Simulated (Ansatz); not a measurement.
F₂Zr, SMILES [F][Zr][F], multiplicity 1. Atoms are numbered in the order given.

```xyz
3

Zr     0.0000     0.0000     0.0000
F      0.0000     0.0000     1.9158
F      0.0000     0.0000    -1.9158
```
Charge 0, spin multiplicity 1.

The structure is a stationary point at r2SCAN-D4/def2-TZVP. The spin state was assumed, not searched. The def2 effective core potentials stand for the cores of Zr; spin–orbit coupling is left out.

Two levels are set side by side: PBE-D3(BJ)/def2-TZVP (Ansatz, a program for electronic structure) and r2SCAN-D4/def2-TZVP (Ansatz). Each level has its own optimised geometry; the coordinates shown are those of the second. Differences are taken from unrounded values.

| quantity | r2SCAN-D4 | PBE-D3(BJ) | PBE-D3(BJ) minus r2SCAN-D4 |
|---|---|---|---|
| mean bond length (Å) | 1.916 | 1.922 | 0.006 |
| bond Zr1–F2 (Å) | 1.916 | 1.922 | 0.006 |
| bond Zr1–F3 (Å) | 1.916 | 1.922 | 0.006 |

On these quantities the two levels nearly agree.
